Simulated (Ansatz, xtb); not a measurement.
## Two isomers of C4H4BF3

Structure I: `FB(F)C1=C[C@H](F)C1`, a singlet. Structure II: `C=C(/C=C/F)B(F)F`, a singlet. Both are isolated molecules in the gas phase, relaxed with B3LYP/def2-SVP; the shapes shown needn't be the lowest conformers.

I (Å):

```json
{"atom": "C", "x (Å)": "0.3450", "y (Å)": "0.1879", "z (Å)": "-0.9767"}
{"atom": "C", "x (Å)": "-0.7135", "y (Å)": "0.9321", "z (Å)": "-0.5775"}
{"atom": "C", "x (Å)": "-0.2314", "y (Å)": "1.0402", "z (Å)": "0.8498"}
{"atom": "C", "x (Å)": "1.0595", "y (Å)": "0.3071", "z (Å)": "0.3717"}
{"atom": "B", "x (Å)": "0.6555", "y (Å)": "-0.5392", "z (Å)": "-2.3073"}
{"atom": "F", "x (Å)": "-0.1510", "y (Å)": "-0.4332", "z (Å)": "-3.3522"}
{"atom": "F", "x (Å)": "1.7343", "y (Å)": "-1.2928", "z (Å)": "-2.4514"}
{"atom": "F", "x (Å)": "-0.0660", "y (Å)": "2.3048", "z (Å)": "1.3627"}
{"atom": "H", "x (Å)": "-1.6191", "y (Å)": "1.2813", "z (Å)": "-1.0816"}
{"atom": "H", "x (Å)": "-0.8328", "y (Å)": "0.4556", "z (Å)": "1.5699"}
{"atom": "H", "x (Å)": "1.3286", "y (Å)": "-0.6264", "z (Å)": "0.8931"}
{"atom": "H", "x (Å)": "1.9285", "y (Å)": "0.9826", "z (Å)": "0.3633"}
```

II (Å):

```yaml
atoms:
  - { symbol: C, position_ang: [-0.9153, -1.1097, 0.8394] }
  - { symbol: C, position_ang: [-0.5459, -1.0703, -0.4634] }
  - { symbol: C, position_ang: [0.4988, -0.1390, -0.9058] }
  - { symbol: C, position_ang: [0.9590, 0.0052, -2.1556] }
  - { symbol: B, position_ang: [-1.2837, -2.0517, -1.4271] }
  - { symbol: F, position_ang: [1.9180, 0.8922, -2.4371] }
  - { symbol: F, position_ang: [-1.0209, -2.1214, -2.7274] }
  - { symbol: F, position_ang: [-2.2216, -2.8733, -0.9810] }
  - { symbol: H, position_ang: [-1.6903, -1.7950, 1.1902] }
  - { symbol: H, position_ang: [-0.4537, -0.4588, 1.5900] }
  - { symbol: H, position_ang: [0.9512, 0.5054, -0.1433] }
  - { symbol: H, position_ang: [0.6262, -0.5496, -3.0351] }
```

Quicker runs give these differences E(II) − E(I): GFN2-xTB +3.0 kcal/mol; HF/STO-3G +12.1 kcal/mol (at GFN2-xTB geometries); r2SCAN-D4/def2-SVP −8.9 kcal/mol (at GFN2-xTB geometries).

Estimate which is lower in electronic energy at CCSD(T)/def2-SVP + ΔMP2/def2-TZVPP, and by roughly how much.

The CCSD(T)/def2-SVP + ΔMP2/def2-TZVPP calculation puts structure II lower, by 8.1 kcal/mol.

Level by level:

| level | geometry | E(II) − E(I) (kcal/mol) | departure from the last row (kcal/mol) | job, with rough time for the two |
| --- | --- | --- | --- | --- |
| GFN2-xTB | GFN2-xTB | +3.0 | +11.1 | optimisation, 0.14 s |
| HF/STO-3G | GFN2-xTB | +12.1 | +20.2 | single point, 0.24 s |
| r2SCAN-D4/def2-SVP | GFN2-xTB | −8.9 | −0.7 | single point, 2.8 s |
| B3LYP/def2-SVP | B3LYP/def2-SVP | −10.0 | −1.9 | optimisation, 26 s |
| HF/def2-SVP | B3LYP/def2-SVP | −9.0 | −0.9 | part of the CCSD(T) run |
| MP2/def2-SVP | B3LYP/def2-SVP | −6.6 | +1.5 | part of the CCSD(T) run |
| CCSD(T)/def2-SVP | B3LYP/def2-SVP | −8.6 | −0.5 | single point |
| CCSD(T)/def2-SVP + ΔMP2/def2-TZVPP | B3LYP/def2-SVP | −8.1 |  | single point, 62 s |

As drawn, II has 1 C=C in place of 2 C–C. Structure I has a 4-membered ring, II no ring.

GFN2-xTB, HF/STO-3G put the two in the other order. The largest departure from CCSD(T)/def2-SVP + ΔMP2/def2-TZVPP is that of HF/STO-3G, 20.2 kcal/mol. The last row adds to CCSD(T) the change of the MP2 difference between the two basis sets, here +0.5 kcal/mol.

With thermal terms from frequencies at re-optimised GFN2-xTB minima (ideal gas, soft modes damped towards free rotors, one conformer each, 298.15 K, 1 atm): on the last row, ΔE + ΔZPE = −9.3, ΔH = −8.8, ΔG = −9.6 kcal/mol.

The correlated steps freeze 8 core orbitals. Mirror images aren't counted in ΔG. Programs: Ansatz 0.2.0, xtb 6.7.1; the last row on 4 threads of Arm Neoverse V2 on a shared host.
